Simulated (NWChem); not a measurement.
**Correlation energy of ClGa**

```
Ga
Cl 1 2.2332
```
Charge 0, spin multiplicity 1.

Program: NWChem. The geometry was optimised at B3LYP/def2-SVP, a minimum by its harmonic frequencies.

Basis set: def2-TZVP. Each correlation energy counts from its own Hartree-Fock reference.

The Hamiltonian is non-relativistic. The correlated methods keep 14 core orbitals frozen. The structure started from a generated list of species. No row is a measurement; the coupled-cluster row has its own basis-set and correlation limits.

**Question.** For the correlation energy, SCS-MP2 gives -363.0 mHa and CR-CCSD(T) gives -410.5 mHa. What do CCSD+T(CCSD), MP2, CCSD give?

**Answer.** CCSD+T(CCSD): -415.8 mHa; MP2: -380.7 mHa; CCSD: -396.6 mHa.
